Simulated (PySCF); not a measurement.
Two species compared at the same levels of theory.

First species: CH3CH2CHFCH3, C4H9F.
SMILES: `CC[C@H](C)F`

Second species: C₅H₈O₂S.
Atom-mapped SMILES: `[O:1]=[S:2]1(=[O:3])[CH:4]=[CH:5][CH2:6][CH2:7][CH2:8]1` (hydrogens: H9 on C4; H10 on C5; H11, H12 on C6; H13, H14 on C7; H15, H16 on C8)

Geometry (GFN2-xTB, Å), atoms numbered from 1 in this order:
```xyz
16
C5H8O2S angstrom
O      0.8157   -2.3443    1.4402
S      0.7138   -1.4835    0.2930
O      1.2578   -1.9623   -0.9497
C      1.4878    0.0789    0.6999
C      0.9068    1.2387    0.4628
C     -0.4223    1.4321   -0.1929
C     -0.9499    0.1916   -0.9095
C     -1.0154   -0.9987    0.0235
H      2.4463   -0.0255    1.1765
H      1.4035    2.1554    0.7622
H     -1.1376    1.7506    0.5739
H     -0.3380    2.2560   -0.9061
H     -1.9344    0.4071   -1.3319
H     -0.2758   -0.0707   -1.7282
H     -1.5244   -1.8500   -0.4198
H     -1.4417   -0.7663    0.9948
```

Levels: CAM-B3LYP/def2-SVPD for HOMO energy, LUMO energy, HOMO–LUMO gap and static isotropic polarisability; TDDFT CAM-B3LYP/def2-SVPD for lowest singlet excitation; TDA CAM-B3LYP/def2-SVPD for lowest triplet excitation (Tamm–Dancoff). Geometries: GFN2-xTB. Each species is one conformer at its optimised geometry, gas phase, non-relativistic unless stated; the electronic structure was computed with PySCF and density fitting.

Dipoles, sizes and rotational constants follow the conformer. The torsions of the flexible species, by atom-mapped SMILES:
- `[CH3:1][CH2:2][C@H:3]([CH3:4])[F:5]`: C1–C2–C3–C4 -177°

The conformers of `O=S1(=O)C=CCCC1` aren't listed.

Values for the first species:

```
HOMO energy                              : -10.51 eV
LUMO energy                              : 1.41 eV
HOMO–LUMO gap                            : 11.92 eV
Lowest singlet excitation                : 8.91 eV
Lowest triplet excitation (Tamm–Dancoff) : 8.68 eV
Static isotropic polarisability          : 51.5 au
```

(1) Estimate the same properties for the second species, and the change in each.

Answers

(1) 
| property | first | second | second less first |
| --- | --- | --- | --- |
| HOMO energy | -10.51 eV | -9.46 eV | +1.05 eV |
| LUMO energy | 1.41 eV | 0.28 eV | -1.13 eV |
| HOMO–LUMO gap | 11.92 eV | 9.74 eV | -2.18 eV |
| lowest singlet excitation | 8.91 eV | 6.38 eV | -2.53 eV |
| lowest triplet excitation (Tamm–Dancoff) | 8.68 eV | 4.39 eV | -4.29 eV |
| static isotropic polarisability | 51.5 au | 80.4 au | +28.9 au |

On the first: The polarisability is 7.63 Å³ as a volume (1 au = 0.148185 Å³), or 1.23 au for each of the 42 electrons. No computed singlet falls in the visible range (750 to 380 nm, 1.65 to 3.26 eV); S1 lies 5.65 eV above its blue end.

On the second: The principal polarisabilities are 67.1, 78.4 and 95.8 au; their mean is the isotropic value. The polarisability is 11.92 Å³ as a volume (1 au = 0.148185 Å³), or 1.15 au for each of the 70 electrons.
